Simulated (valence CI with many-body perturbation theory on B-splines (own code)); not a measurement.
Zr9+: electric-dipole lines

Calculated by configuration interaction combined with many-body perturbation theory (CI+MBPT): three valence electrons over a frozen Dirac-Fock core [Ar] 3d10, a basis of 11 s, 11 p, 9 d, 7 f, 5 g, 2 h, 1 i functions for each j, with the one-electron correlation potential Σ1 (screened to all orders), the two-electron term Σ2, the three-electron term Σ3, Breit, model QED; selected single and double excitations, second order for the rest, scaled by the run's own slope (own B-spline code, finite nucleus).

No measured levels were compared; by estimate levels hold to about 250 cm⁻¹ or 0.2 % of their energy and the worst to 1 %, as in measured heavy ions of charge 2 to 7; those with d or f electrons hold less well.

Lines 51 to 100 of 265 in falling wavelength, among levels below 97.375 eV, chosen from the strongest by gf and those to the six lowest levels. Wavelengths and rates use the calculated energies, so an error of 800 cm⁻¹ moves a line at 451.5 Å by 0.36 % and its rate by three times that or more. Electric multipoles are in the length gauge, E1 and E2 with the static RPA response of the core. Weak lines are less certain than strong ones. Lines between different terms over intervals too small for the method are left out, as are lines whose strength nearly cancels. Where a level lies close to another of its J and parity, the split of strength between their lines is uncertain. The highest levels of a list are the least certain.

Names give the largest LS component (configuration and term), which can be under half, so a name can repeat, a term be missing and a line seem to break the LS rules; names also repeat where a configuration has a term twice. Letters in brackets count levels of one name in rising energy.

| λ vac (Å) | Upper | Lower | A (s⁻¹) | S (a.u.) with core polarisation | S without |
| --- | --- | --- | --- | --- | --- |
| 451.5 | 4p²4d ⁴F_3/2 | 4s4p4d ⁴F°_5/2 | 3.18e+09 | 5.78e-01 | 6.49e-01 |
| 448.7 | 4p²4d ⁴F_9/2 | 4s4p4d ⁴F°_9/2 | 5.35e+09 | 2.38e+00 | 2.68e+00 |
| 443.8 | 4p²4d ²F_7/2 | 4s4p4d ⁴F°_7/2 | 1.78e+09 | 6.14e-01 | 6.88e-01 |
| 443.4 | 4s4p4d ²F°_7/2 [b] | 4s²4d ²D_5/2 | 3.22e+09 | 1.11e+00 | 1.28e+00 |
| 443.1 | 4p²4d ⁴F_3/2 | 4s4p4d ⁴F°_3/2 | 4.22e+09 | 7.26e-01 | 8.14e-01 |
| 440.6 | 4p²4d ⁴F_5/2 | 4s4p4d ⁴F°_5/2 | 3.19e+09 | 8.08e-01 | 9.05e-01 |
| 440.1 | 4p²4d ⁴F_7/2 | 4s4p4d ⁴F°_7/2 | 2.33e+09 | 7.83e-01 | 8.79e-01 |
| 436.3 | 4p²4d ⁴P_5/2 | 4s4p4d ⁴D°_7/2 | 4.57e+09 | 1.12e+00 | 1.26e+00 |
| 434.4 | 4s4p4d ²F°_5/2 [b] | 4s²4d ²D_3/2 | 3.58e+09 | 8.68e-01 | 1.00e+00 |
| 434.1 | 4p²4d ⁴D_7/2 | 4s4p4d ⁴P°_5/2 | 1.01e+09 | 3.26e-01 | 3.69e-01 |
| 432.6 | 4p²4d ⁴F_5/2 | 4s4p4d ⁴F°_3/2 | 1.14e+09 | 2.74e-01 | 3.08e-01 |
| 431.5 | 4p²4d ²F_7/2 | 4s4p4d ⁴F°_5/2 | 6.92e+08 | 2.19e-01 | 2.47e-01 |
| 430.2 | 4p²4d ⁴F_9/2 | 4s4p4d ⁴F°_7/2 | 1.08e+09 | 4.23e-01 | 4.78e-01 |
| 430.1 | 4p²4d ²D_3/2 | 4s4p4d ⁴D°_5/2 | 4.48e+09 | 7.03e-01 | 7.86e-01 |
| 428.0 | 4p²4d ⁴F_7/2 | 4s4p4d ⁴F°_5/2 | 7.28e+08 | 2.25e-01 | 2.54e-01 |
| 427.4 | 4p³ ⁴S°_3/2 [a] | 4s4p² ⁴P_5/2 | 7.66e+09 | 1.18e+00 | 1.32e+00 |
| 422.0 | 4p²4d ²D_5/2 | 4s4p4d ⁴D°_7/2 | 3.89e+09 | 8.66e-01 | 9.70e-01 |
| 421.3 | 4p²4d ²D_5/2 | 4s4p4d ⁴D°_5/2 | 1.05e+09 | 2.33e-01 | 2.63e-01 |
| 420.7 | 4p²4d ²P_3/2 [a] | 4s4p4d ⁴F°_5/2 | 2.38e+09 | 3.51e-01 | 3.93e-01 |
| 419.5 | 4p²4d ⁴P_1/2 | 4s4p4d ⁴D°_3/2 [b] | 8.76e+09 | 6.38e-01 | 7.13e-01 |
| 418.5 | 4p²4d ⁴D_5/2 | 4s4p4d ⁴F°_7/2 | 4.35e+09 | 9.43e-01 | 1.06e+00 |
| 418.2 | 4p²4d ⁴P_1/2 | 4s4p4d ⁴P°_1/2 | 3.60e+09 | 2.60e-01 | 2.91e-01 |
| 417.4 | 4p²4d ⁴D_7/2 | 4s4p4d ⁴F°_9/2 | 3.82e+09 | 1.10e+00 | 1.23e+00 |
| 414.3 | 4p²4d ⁴P_3/2 | 4s4p4d ⁴D°_5/2 | 3.89e+09 | 5.46e-01 | 6.10e-01 |
| 414.1 | 4p²4d ⁴P_3/2 | 4s4p4d ⁴D°_3/2 [b] | 1.78e+09 | 2.49e-01 | 2.81e-01 |
| 413.4 | 4p²4d ²P_3/2 [a] | 4s4p4d ⁴F°_3/2 | 3.04e+09 | 4.23e-01 | 4.74e-01 |
| 413.0 | 4p³ ²P°_1/2 | 4s4p² ²D_3/2 | 1.07e+10 | 7.44e-01 | 8.29e-01 |
| 412.8 | 4p²4d ⁴P_5/2 | 4s4p4d ⁴D°_3/2 [a] | 1.31e+09 | 2.73e-01 | 3.06e-01 |
| 412.6 | 4p³ ⁴S°_3/2 [b] | 4s4p² ⁴P_5/2 | 5.43e+09 | 7.52e-01 | 8.40e-01 |
| 411.9 | 4p²4d ⁴D_1/2 | 4s4p4d ⁴F°_3/2 | 8.43e+09 | 5.82e-01 | 6.52e-01 |
| 411.0 | 4p²4d ²G_9/2 | 4s4p4d ⁴F°_9/2 | 1.97e+09 | 6.74e-01 | 7.57e-01 |
| 410.8 | 4p³ ⁴S°_3/2 [a] | 4s4p² ⁴P_3/2 | 4.20e+09 | 5.75e-01 | 6.42e-01 |
| 409.8 | 4p³ ²D°_5/2 | 4s4p² ⁴P_5/2 | 4.19e+08 | 8.54e-02 | 9.55e-02 |
| 408.2 | 4p²4d ²G_7/2 | 4s4p4d ⁴F°_7/2 | 1.40e+09 | 3.76e-01 | 4.22e-01 |
| 407.9 | 4p²4d ²D_3/2 | 4s4p4d ⁴D°_3/2 [a] | 2.62e+09 | 3.51e-01 | 3.92e-01 |
| 407.8 | 4p²4d ⁴P_5/2 | 4s4p4d ⁴P°_5/2 | 4.45e+09 | 8.94e-01 | 9.97e-01 |
| 407.5 | 4p²4d ⁴D_5/2 | 4s4p4d ⁴F°_5/2 | 3.60e+09 | 7.21e-01 | 8.07e-01 |
| 406.4 | 4p³ ²P°_3/2 | 4s4p² ²D_5/2 | 7.06e+09 | 9.35e-01 | 1.04e+00 |
| 405.2 | 4p²4d ²P_3/2 [b] | 4s4p4d ⁴F°_5/2 | 2.73e+09 | 3.58e-01 | 4.01e-01 |
| 401.5 | 4p²4d ⁴P_1/2 | 4s4p4d ⁴D°_1/2 | 4.39e+09 | 2.81e-01 | 3.14e-01 |
| 401.3 | 4p²4d ⁴D_7/2 | 4s4p4d ⁴F°_7/2 | 1.14e+09 | 2.90e-01 | 3.24e-01 |
| 400.1 | 4p³ ²P°_3/2 | 4s4p² ²D_3/2 | 1.58e+09 | 2.00e-01 | 2.24e-01 |
| 397.1 | 4p³ ⁴S°_3/2 [b] | 4s4p² ⁴P_3/2 | 5.86e+09 | 7.24e-01 | 8.07e-01 |
| 396.0 | 4p³ ⁴S°_3/2 [a] | 4s4p² ⁴P_1/2 | 3.26e+09 | 4.00e-01 | 4.46e-01 |
| 394.5 | 4p³ ²D°_5/2 | 4s4p² ⁴P_3/2 | 6.02e+06 | 1.10e-03 | 1.20e-03 |
| 394.2 | 4s4p² ²S_1/2 | 4s²4p ²P°_1/2 | 2.00e+10 | 1.21e+00 | 1.34e+00 |
| 393.9 | 4s4p4d ²D°_3/2 [b] | 4s²4d ²D_5/2 | 1.26e+10 | 1.52e+00 | 1.69e+00 |
| 393.9 | 4s4p4d ²P°_1/2 [b] | 4s²4d ²D_3/2 | 1.98e+10 | 1.19e+00 | 1.34e+00 |
| 393.6 | 4p²4d ⁴P_3/2 | 4s4p4d ⁴D°_3/2 [a] | 1.61e+09 | 1.94e-01 | 2.17e-01 |
| 393.4 | 4s4p² ²P_1/2 | 4s²4p ²P°_3/2 | 1.82e+10 | 1.09e+00 | 1.22e+00 |
